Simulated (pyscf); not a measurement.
H₃Si–AsH–AsH₂ → H₂Si=AsH + AsH₃ (elimination; singlet surface; As–As, H–Si broken, As–H formed). PySCF, gas phase, ωB97X-D3(BJ)/def2-SVP geometries. Energies in eV from the reactant's lowest minimum found.

| level | barrier | reaction energy |
|---|---|---|
| ωB97X-D3(BJ)/def2-TZVP | 2.83 | +2.00 |
| PBE/def2-TZVP | ? | +1.54 |
| r²SCAN/def2-TZVP | 2.33 | +1.65 |
| M06-2X/def2-TZVP | 2.59 | +1.71 |
| ωB97M-D3(BJ)/def2-TZVP | ? | ? |
| HF/def2-TZVP | 3.36 | +1.57 |

Task: What belongs in the gaps?

Result: 
- PBE/def2-TZVP, barrier: 2.08
- ωB97M-D3(BJ)/def2-TZVP, barrier: 2.64
- ωB97M-D3(BJ)/def2-TZVP, reaction energy: +1.67

The functionals in the table span 0.74 eV in this barrier, from PBE to ωB97X-D3(BJ)/def2-TZVP. The same reactants have a lower exit, to H₃Si–AsH• + AsH₂• (no saddle counted: cutting one bond costs +2.17 eV at ωB97M-D3(BJ)/def2-TZVP, against +2.64 eV here). One saddle was located; it need not be the lowest between these sides. Elements up to Kr have no core potential and no relativistic terms here.
